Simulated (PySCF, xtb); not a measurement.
Ga(H)(Br)(OMe) (CH4BrGaO), SMILES [O](C)[GaH][Br]. One conformer was computed; it need not be the lowest.

Harmonic wavenumbers (cm⁻¹) from xtb 6.7.1 with GFN2-xTB at its own minimum, in rising order: 57, 64, 150, 165, 290, 298, 453, 505, 1094, 1130, 1131, 1410, 1472, 1474, 1864, 2950, 2960, 2964.

Q: What does PBE-D3(BJ)/def2-SVP (PySCF) give at its own minimum? (An estimate is asked for; the answer gives what the named calculation found.)

A: 91, 99, 139, 263, 296, 420, 559, 600, 1095, 1134, 1155, 1416, 1418, 1421, 1995, 2919, 3003, 3008. Paired by order, the mean absolute difference is 50 cm⁻¹ and the zero-point energies are 29.2 and 30.1 kcal/mol.
